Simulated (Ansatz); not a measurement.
`OB1OCS1`. Total charge 0; spin multiplicity 1. All single points use the PBE0-D4/def2-TZVP geometry. It is one conformer, not always the lowest.

```xyz
8

O    -1.801   -0.485    1.016
B    -0.656   -0.133    0.406
O    -0.076   -0.829   -0.628
C     1.031    0.052   -0.770
S     0.564    1.221    0.569
H    -2.072    0.106    1.721
H     1.037    0.527   -1.751
H     1.972   -0.458   -0.564
```

Problem. What is the dipole moment at PBE/def2-TZVPP? (Best estimate.)

Solution. Ansatz gave: 1.08 D, with components (0.38, 0.91, 0.45) D in this frame, pointing from negative to positive charge.

Problem. And with r2SCAN, B3LYP, ωB97M-V? (An estimate is asked.)

Solution. Computed: r2SCAN 1.08 D, B3LYP 1.23 D, ωB97M-V 1.24 D.

Problem. Give the Mulliken charges with PBE, ωB97M-V, B3LYP in def2-TZVPP. (Estimate.)

Solution. Ansatz gave: 
```json
{"atom": "O1", "PBE": "-0.24", "ωB97M-V": "-0.28", "B3LYP": "-0.27"}
{"atom": "B2", "PBE": "0.27", "ωB97M-V": "0.34", "B3LYP": "0.35"}
{"atom": "O3", "PBE": "-0.25", "ωB97M-V": "-0.31", "B3LYP": "-0.32"}
{"atom": "C4", "PBE": "0.02", "ωB97M-V": "-0.02", "B3LYP": "0.03"}
{"atom": "S5", "PBE": "-0.24", "ωB97M-V": "-0.19", "B3LYP": "-0.25"}
{"atom": "H6", "PBE": "0.21", "ωB97M-V": "0.19", "B3LYP": "0.20"}
{"atom": "H7", "PBE": "0.12", "ωB97M-V": "0.13", "B3LYP": "0.12"}
{"atom": "H8", "PBE": "0.12", "ωB97M-V": "0.13", "B3LYP": "0.12"}
```

B3LYP here is the variant with VWN-RPA as its local correlation; programs differ in this.
